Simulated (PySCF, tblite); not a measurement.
Complex of BeF2 and water

A gas-phase complex of BeF2 and water; neutral, singlet. The structure comes from a short search (6 tight-binding starts) and was relaxed by PBE0-D3(BJ)/def2-TZVPD; another way of binding may lie lower. No frequency run checks that it is a minimum.

```csv
part,name,SMILES,atoms,charge,multiplicity
1,BeF2,[F][Be][F],1–3,0,1
2,water,O,4–6,0,1
```

```xyz
6

F    -1.242   -0.327    0.275
Be    0.037    0.259    0.101
F     1.378   -0.054   -0.234
O    -0.095    1.926    0.328
H     0.581    2.496   -0.050
H    -0.964    2.331    0.250
```
Atoms count from 1 in this order.

Contacts between parts, classed by geometry: Be2···O4 1.687 Å (bond).

The parts are joined by the bond Be2–O4, so these are energies of forming such bonds; deforming the relaxed parts to their shape in the adduct costs 8.7 kcal/mol, which the interaction energies leave out.

Interaction energies are complex less parts, with the parts frozen as they stand in it; counterpoise-corrected, in kcal/mol (PySCF).

(1) Give the interaction energy at each level run.

(2) What holds them together? Decompose the wB97M-D3(BJ)/def2-TZVPD energy: frozen parts, their antisymmetrised product, then relaxation.

The parts were also relaxed and run alone, at the levels used for the complex: shieldings by PBE0/pcSseg-2; core levels by delta-SCF with SCAN, pcX-2 on the ionised atom and pcseg-1 elsewhere, spin-free X2C.

(3) How do these values change when the complex forms?

## Answers

(1) 
```
                  level  interaction  superposition error removed
wB97M-D3(BJ)/def2-TZVPD       -30.36                        -0.99
 PBE0-D3(BJ)/def2-TZVPD       -31.43                        -1.07
```

(2) electrostatic -47.4, Pauli repulsion +43.9, orbital relaxation -26.5, dispersion correction -1.3 kcal/mol, which sum to the value before the counterpoise correction; the Pauli term holds the exchange-correlation of the frozen density too. Of the attraction, 63 % is electrostatic, 35 % is orbital relaxation, 2 % is dispersion correction.

(3) 
```
              property   alone  in the complex  change
shielding of Be2 (ppm)   105.7           105.4    -0.3
 shielding of O4 (ppm)   329.1           302.5   -26.7
 F1 1s core level (eV)  692.90          691.10   -1.80
Be2 1s core level (eV)  123.55          121.26   -2.29
 O4 1s core level (eV)  539.76          542.72   +2.96
```

The 4 runs behind this took 32 s in all, one thread each of AMD EPYC 9R45 96-Core on a shared host, launched as `OMP_NUM_THREADS=1 python cluster_run.py task.json out`.
